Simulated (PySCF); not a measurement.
PySCF job for AlH₃O₃, SMILES [Al]([OH])([OH])[OH], TDDFT-LC-ωPBE/def2-SVPD. Geometry optimised at B3LYP-D3(BJ)/def2-SVP. The isomer is the one that the SMILES or the coordinates give; other isomers of the formula were not compared. One conformer was computed; it need not be the lowest.

```python
import numpy as np
from pyscf import gto, scf, dft, tdscf

mol = gto.M(
    atom='''
    Al   -0.00000000   -0.00000000    0.00000000
    O     1.60241397    0.56237910    0.00000000
    H     2.36957711   -0.01660988    0.00000000
    O    -0.31417240   -1.66892076    0.00000000
    H    -1.19917313   -2.04380904    0.00000000
    O    -1.28824157    1.10654166    0.00000000
    H    -1.17040398    2.06041892    0.00000000
    ''',
    basis='def2-SVPD',
    charge=0,
    spin=0,
    symmetry=True,
    max_memory=1600,
    verbose=4,
)
mf = dft.RKS(mol, xc='lc_wpbe').density_fit(auxbasis='def2-universal-jkfit')
mf.grids.level = 3
mf.conv_tol = 1e-9
mf.max_cycle = 100
mf.kernel()
mf.grids = dft.Grids(mol).set(level=1).build(with_non0tab=True)  # coarser grid for the response kernel
td = tdscf.TDDFT(mf)
td.singlet = True
td.nstates = 10
td.conv_tol = 1e-4
td.positive_eig_threshold = 1e-6
td.kernel(x0=td.get_init_guess(mf, 15))
td.analyze()
tt = tdscf.TDA(mf)
tt.singlet = False
tt.nstates = 4
tt.conv_tol = 1e-4
tt.positive_eig_threshold = 1e-6
tt.kernel(x0=tt.get_init_guess(mf, 9))
tt.analyze(verbose=3)
```

Output:

```
PySCF version 2.14.0

[INPUT] verbose = 4
[INPUT] num. atoms = 7
[INPUT] num. electrons = 40
[INPUT] charge = 0
[INPUT] spin (= nelec alpha-beta = 2S) = 0
[INPUT] symmetry True subgroup None
[INPUT] Mole.unit = angstrom
[INPUT] Symbol           X                Y                Z      unit          X                Y                Z       unit  Magmom
[INPUT]  1 Al     0.000000000000   0.000000000000   0.000000000000 AA    0.000000000000   0.000000000000   0.000000000000 Bohr   0.0
[INPUT]  2 O      1.602413970000   0.562379100000   0.000000000000 AA    3.028123541477   1.062742477179   0.000000000000 Bohr   0.0
[INPUT]  3 H      2.369577110000  -0.016609880000   0.000000000000 AA    4.477851768938  -0.031388124162   0.000000000000 Bohr   0.0
[INPUT]  4 O     -0.314172400000  -1.668920760000   0.000000000000 AA   -0.593699791897  -3.153803160001   0.000000000000 Bohr   0.0
[INPUT]  5 H     -1.199173130000  -2.043809040000   0.000000000000 AA   -2.266108791637  -3.862239336510   0.000000000000 Bohr   0.0
[INPUT]  6 O     -1.288241570000   1.106541660000   0.000000000000 AA   -2.434423749580   2.091060682822   0.000000000000 Bohr   0.0
[INPUT]  7 H     -1.170403980000   2.060418920000   0.000000000000 AA   -2.211742977301   3.893627460672   0.000000000000 Bohr   0.0

nuclear repulsion = 161.42118985409
point group symmetry = C3h, use subgroup Cs
symmetry origin: [-8.88178420e-17 -1.11022302e-17  0.00000000e+00]
symmetry axis x: [9.99999730e-01 7.34252415e-04 0.00000000e+00]
symmetry axis y: [-7.34252415e-04  9.99999730e-01  0.00000000e+00]
symmetry axis z: [0. 0. 1.]
num. orbitals of irrep A' = 83
num. orbitals of irrep A" = 34
number of shells = 49
number of NR pGTOs = 171
number of NR cGTOs = 117
basis = def2-SVPD
ecp = {}


******** <class 'pyscf.df.df_jk.DFSymAdaptedRKS'> ********
method = DFSymAdaptedRKS
initial guess = minao
damping factor = 0
level_shift factor = 0
DIIS = <class 'pyscf.scf.diis.CDIIS'>
diis_start_cycle = 1
diis_space = 8
diis_damp = 0
SCF conv_tol = 1e-09
SCF conv_tol_grad = None
SCF max_cycles = 100
direct_scf = False
XC library pyscf.dft.libxc version 7.1.2
    S. Lehtola, C. Steigemann, M. J. T. Oliveira, and M. A. L. Marques,  SoftwareX 7, 1–5 (2018)
XC functionals = lc_wpbe
    O. A. Vydrov and G. E. Scuseria,  J. Chem. Phys. 125, 234109 (2006)
radial grids:
    Treutler-Ahlrichs [JCP 102, 346 (1995); DOI:10.1063/1.469408] (M4) radial grids

becke partition: Becke, JCP 88, 2547 (1988); DOI:10.1063/1.454033
pruning grids: <function nwchem_prune>
grids dens level: 3
symmetrized grids: True
atomic radii adjust function: <function treutler_atomic_radii_adjust>
small_rho_cutoff = 0
Freeze 0 electrons in irreps []
    40 free electrons in irreps A' A"
Set gradient conv threshold to 3.16228e-05
Initial guess from minao.
tot grids = 90856
Create RSH-DF object <pyscf.df.df.DF object> for omega=0.4
******** <class 'pyscf.df.df.DF'> ********
auxbasis = auxmol.basis = def2-universal-jkfit
init E= -469.580858062579
HOMO (A") = -0.498907423398951  LUMO (A') = -0.0886255048797104  gap/eV = 11.16434
cycle= 1 E= -469.417866713158  delta_E= 0.163  |g|= 1.08  |ddm|= 2.84
HOMO (A") = -0.301098329432554  LUMO (A') = 0.0418974311992857  gap/eV = 9.33339
cycle= 2 E= -469.407627139496  delta_E= 0.0102  |g|= 1.15  |ddm|=  2.6
HOMO (A") = -0.450418605191696  LUMO (A') = 0.0278631964114244  gap/eV = 13.01471
cycle= 3 E= -469.643271996118  delta_E= -0.236  |g|= 0.0469  |ddm|=  1.1
HOMO (A") = -0.444878314554315  LUMO (A') = 0.0301478361077741  gap/eV = 12.92612
cycle= 4 E= -469.643966249786  delta_E= -0.000694  |g|= 0.00944  |ddm|= 0.0925
HOMO (A") = -0.444935287383528  LUMO (A') = 0.0303272812106559  gap/eV = 12.93255
cycle= 5 E= -469.644026828071  delta_E= -6.06e-05  |g|= 0.00172  |ddm|= 0.0282
HOMO (A") = -0.445089467368705  LUMO (A') = 0.0301999500358083  gap/eV = 12.93328
cycle= 6 E= -469.644029353066  delta_E= -2.52e-06  |g|= 0.000385  |ddm|= 0.00907
HOMO (A") = -0.445070086977973  LUMO (A') = 0.0302083302214005  gap/eV = 12.93298
cycle= 7 E= -469.644029483094  delta_E= -1.3e-07  |g|= 0.000108  |ddm|= 0.00232
HOMO (A") = -0.445081415820912  LUMO (A') = 0.0302024166946704  gap/eV = 12.93313
cycle= 8 E= -469.644029494424  delta_E= -1.13e-08  |g|= 2.47e-05  |ddm|= 0.000699
HOMO (A") = -0.445078597971061  LUMO (A') = 0.030202749301385  gap/eV = 12.93306
cycle= 9 E= -469.644029494954  delta_E= -5.3e-10  |g|= 1.1e-05  |ddm|= 0.000107
HOMO (A") = -0.445080142163371  LUMO (A') = 0.0302026820028436  gap/eV = 12.93310
Extra cycle  E= -469.644029494962  delta_E= -8.3e-12  |g|= 1.2e-05  |ddm|= 2.03e-05
converged SCF energy = -469.644029494962
tot grids = 29312
Overwritten attributes  positive_eig_threshold  of <class 'pyscf.tdscf.rks.TDDFT'>


******** <class 'pyscf.tdscf.rks.TDDFT'> for <class 'pyscf.df.df_jk.DFSymAdaptedRKS'> ********
nstates = 10 singlet
deg_eia_thresh = 1.000e-03
wfnsym = None
conv_tol = 0.0001
eigh lindep = 1e-12
eigh level_shift = 0
eigh max_cycle = 100


Excitation energies (eV)
[7.58878057 7.58897739 8.29324856 8.38167077 8.38177    8.43105718
 9.65637853 9.65639621 9.7480173  9.79069442]

** Singlet excitation energies and oscillator strengths **
Excited State   1:   A"      7.58878 eV    163.38 nm  f=0.0000
      15 -> 22       -0.11028
      20 -> 21       -0.62085
      20 -> 26       -0.21794
Excited State   2:   A"      7.58898 eV    163.37 nm  f=0.0000
      15 -> 23        0.11028
      19 -> 21        0.62086
      19 -> 26        0.21792
Excited State   3:   A'      8.29325 eV    149.50 nm  f=0.0000
      16 -> 23        0.16409
      17 -> 22       -0.16431
      18 -> 21        0.61513
      18 -> 26        0.20764
Excited State   4:   A'      8.38167 eV    147.92 nm  f=0.0943
      16 -> 21       -0.18137
      17 -> 21        0.58325
      17 -> 26        0.19380
      18 -> 22       -0.14193
      18 -> 23       -0.10143
Excited State   5:   A'      8.38177 eV    147.92 nm  f=0.0943
      16 -> 21        0.58326
      16 -> 26        0.19379
      17 -> 21        0.18137
      18 -> 22       -0.10143
      18 -> 23        0.14188
Excited State   6:   A"      8.43106 eV    147.06 nm  f=0.2595
      15 -> 21       -0.56781
      15 -> 26       -0.18809
      19 -> 22        0.16123
      19 -> 23       -0.19335
      20 -> 22       -0.19331
      20 -> 23       -0.16124
Excited State   7:   A"      9.65638 eV    128.40 nm  f=0.0000
      15 -> 22        0.16749
      15 -> 23        0.19049
      19 -> 22        0.22172
      19 -> 23       -0.22699
      20 -> 22        0.22712
      20 -> 23        0.22192
      20 -> 25        0.40359
      20 -> 40       -0.10363
Excited State   8:   A"      9.65640 eV    128.40 nm  f=0.0000
      15 -> 22       -0.19048
      15 -> 23        0.16748
      19 -> 22       -0.22707
      19 -> 23       -0.22182
      19 -> 25        0.40357
      19 -> 40       -0.10362
      20 -> 22        0.22183
      20 -> 23       -0.22704
Excited State   9:   A"      9.74802 eV    127.19 nm  f=0.0080
      15 -> 21        0.28233
      15 -> 25       -0.27228
      19 -> 22        0.31227
      19 -> 23       -0.18880
      20 -> 22       -0.18863
      20 -> 23       -0.31214
Excited State  10:   A'      9.79069 eV    126.63 nm  f=0.0886
      17 -> 25       -0.11200
      18 -> 22        0.11664
      19 -> 24        0.12701
      20 -> 24       -0.62173
      20 -> 31       -0.12799

** Transition electric dipole moments (AU) **
state          X           Y           Z        Dip. S.      Osc.
  1         0.0000      0.0000     -0.0001      0.0000      0.0000
  2         0.0000      0.0000      0.0001      0.0000      0.0000
  3        -0.0011     -0.0002      0.0000      0.0000      0.0000
  4         0.6777      0.0064      0.0000      0.4593      0.0943
  5        -0.0066      0.6776      0.0000      0.4592      0.0943
  6        -0.0000     -0.0000     -1.1208      1.2561      0.2595
  7         0.0000      0.0000     -0.0001      0.0000      0.0000
  8         0.0000      0.0000      0.0000      0.0000      0.0000
  9         0.0000     -0.0000      0.1829      0.0335      0.0080
 10        -0.5264      0.3035      0.0000      0.3693      0.0886

** Transition velocity dipole moments (imaginary part, AU) **
state          X           Y           Z        Dip. S.      Osc.
  1        -0.0000     -0.0000     -0.0000      0.0000      0.0000
  2         0.0000     -0.0000      0.0000      0.0000      0.0000
  3        -0.0004     -0.0001      0.0000      0.0000      0.0000
  4         0.2164     -0.0042      0.0000      0.0469      0.1014
  5         0.0041      0.2164      0.0000      0.0469      0.1014
  6        -0.0000     -0.0000     -0.3389      0.1148      0.2471
  7         0.0000      0.0000     -0.0000      0.0000      0.0000
  8        -0.0000     -0.0000      0.0000      0.0000      0.0000
  9         0.0000      0.0000      0.0620      0.0038      0.0072
 10        -0.1883      0.1084      0.0000      0.0472      0.0875

** Transition magnetic dipole moments (imaginary part, AU) **
state          X           Y           Z
  1         0.5919      0.6593     -0.0000
  2        -0.6592      0.5918      0.0000
  3        -0.0000      0.0000     -0.9555
  4        -0.0000      0.0000     -0.0011
  5        -0.0000     -0.0000     -0.0000
  6        -0.0001      0.0000     -0.0000
  7         0.0333      0.1045      0.0000
  8         0.1045     -0.0331     -0.0000
  9         0.0000      0.0000      0.0000
 10        -0.0000      0.0000      0.0002
Overwritten attributes  positive_eig_threshold  of <class 'pyscf.tdscf.rks.TDA'>


******** <class 'pyscf.tdscf.rks.TDA'> for <class 'pyscf.df.df_jk.DFSymAdaptedRKS'> ********
nstates = 4 triplet
deg_eia_thresh = 1.000e-03
wfnsym = None
conv_tol = 0.0001
eigh lindep = 1e-12
eigh level_shift = 0
eigh max_cycle = 100


Excitation energies (eV)
[7.19101219 7.19105713 7.70040994 7.90296388]

** Triplet excitation energies and oscillator strengths **
Excited State   1:   A"      7.19101 eV    172.42 nm  f=0.0000
Excited State   2:   A"      7.19106 eV    172.41 nm  f=0.0000
Excited State   3:   A"      7.70041 eV    161.01 nm  f=0.0000
Excited State   4:   A'      7.90296 eV    156.88 nm  f=0.0000
```

The run converged.

Cost: very roughly 90 core-seconds.
